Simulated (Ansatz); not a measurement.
The first iterations of a band of GaH6NO + H2O (12 atoms, charge 0, multiplicity 1).

Theory: RKS PBE-D4/def2-SVP (Ansatz).

```json
{
  "movable images": "8",
  "climbing image": "no",
  "spring": "5.0 eV/Å²",
  "optimiser": "quadratic models (default)",
  "start path": "through a guess of the saddle point",
  "force threshold": "0.05 eV/Å",
  "iteration limit": "60",
  "end points": "relaxed"
}
```

First end point:

```xyz
12
Properties=species:S:1:pos:R:3
Ga -1.140 -0.160 -0.856
N 0.119 -1.349 0.068
H -0.749 -0.021 -2.378
H -2.602 -0.206 -0.248
H 0.496 1.294 0.462
O -0.416 1.584 -0.034
H 1.107 -0.352 0.691
O 1.588 0.559 1.007
H 0.580 -2.005 -0.575
H -0.327 -1.926 0.794
H -1.012 1.926 0.657
H 2.355 0.656 0.412
```

Last end point:

```xyz
12
Properties=species:S:1:pos:R:3
Ga -1.167 0.035 -0.861
N 0.087 -1.351 0.123
H -0.574 0.004 -2.326
H -2.639 -0.364 -0.427
H 0.899 1.182 0.698
O -0.533 1.564 0.053
H 0.891 -0.743 0.473
O 1.747 0.665 0.925
H 0.461 -2.087 -0.488
H -0.346 -1.810 0.934
H -1.198 1.941 0.655
H 2.373 0.966 0.241
```

| iteration | highest image above the first end (eV) | largest band force component (eV/Å) |
| --- | --- | --- |
| 1 | 0.501 | 2.449 |
| 2 | 0.030 | 0.853 |
| 3 | 0.013 | 0.482 |
| 4 | 0.007 | 0.475 |
| 5 | 0.015 | 2.099 |
| 6 | 0.010 | 1.274 |
| 7 | 0.007 | 0.557 |
| 8 | 0.004 | 0.508 |

Q: Does the band converge within its limit, and where does its top end?

A: The forces met the threshold. It ended after 26 iterations with the highest image 0.002 eV above the first end. The top lies less than 8 meV above the higher end, about what the thresholds resolve: that end is a shoulder or a very shallow well. No image climbed, so the highest image needn't sit at the top of the path. The orbitals stay closed-shell, which can raise the energy where a bond breaks towards radicals; this wasn't checked here.

The run took 9.9 min on 2 threads of Intel(R) Xeon(R) Platinum 8488C (Sapphire Rapids), with other jobs on the host, peak memory 0.19 GiB.
